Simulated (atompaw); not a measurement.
**Plane-wave convergence, PAW (atompaw) potential for Pt (Z = 78)**

```
Element                 : Pt (Z = 78)
Generator               : atompaw 4.2.0.5
Type                    : PAW
Functional              : PBEsol
Relativity              : scalar-relativistic
Frozen core             : [Xe] 4f14
Valence charge          : 10
Reference configuration : 5d9 6s0 6p0 (charge +1)
Partial waves           : 6s (bound, empty): rc 2.95 bohr; 6s channel at 0.55 Ry: rc 2.95 bohr; 6p (bound, empty): rc 2.95 bohr; 6p channel at 4.18 Ry: rc 2.95 bohr; 5d (bound): rc 1.75 bohr; 5d channel at 3.15 Ry: rc 1.75 bohr
Local potential         : vpsmatchnc scheme with l = 3 at 0 Ry, radius 2.75 bohr
Core correction         : smooth core density matched at 2.70 bohr
Augmentation charge     : besselshape compensation charge, radius 2.45 bohr; PAW radius 2.95 bohr; waves and projectors: custom polynom2 7 10 vanderbiltortho
```

The pseudo-atom Hamiltonian at the reference potential is diagonalised in spherical Bessel functions j_l(qr) that vanish at 20 bohr, with q² up to the cutoff. All-electron valence levels (Ry): 6s -0.9477, 6p -0.4824, 5d -1.0535.

Task: How do the lowest levels (Ry) of each channel move with the cutoff, and are there ghosts?

Result:

| cutoff (Ry) | s #1 | s #2 | p #1 | p #2 | d #1 | f #1 | Σ f·Δε (mRy) |
| --- | --- | --- | --- | --- | --- | --- | --- |
| 8 | -0.9472 | -0.2323 | -0.4818 | -0.1404 | -0.4955 | -0.0493 | 5022.3 |
| 15 | -0.9476 | -0.7702 | -0.4823 | -0.1406 | -0.9576 | -0.0493 | 863.1 |
| 30 | -1.4970 | -0.9477 | -0.4824 | -0.1406 | -1.0527 | -0.0493 | 6.9 |
| 45 | -1.5475 | -0.9477 | -0.4824 | -0.1406 | -1.0530 | -0.0493 | 4.4 |
| 70 | -1.5487 | -0.9477 | -0.4824 | -0.1406 | -1.0531 | -0.0493 | 3.2 |
| 100 | -1.5487 | -0.9477 | -0.4824 | -0.1406 | -1.0532 | -0.0493 | 2.6 |
| 160 | -1.5487 | -0.9477 | -0.4824 | -0.1406 | -1.0534 | -0.0493 | 1.1 |
| 230 | -1.5487 | -0.9477 | -0.4824 | -0.1406 | -1.0534 | -0.0493 | 0.3 |
| 400 | -1.5487 | -0.9477 | -0.4824 | -0.1406 | -1.0535 | -0.0493 | 0.0 |

Result: ghost state, extra bound levels that the all-electron valence spectrum of the same l lacks: s at -21.1 eV (a true bound ghost makes a file unfit for plane-wave use); 10 mRy is reached at 30 Ry and 1 mRy at 180 Ry.
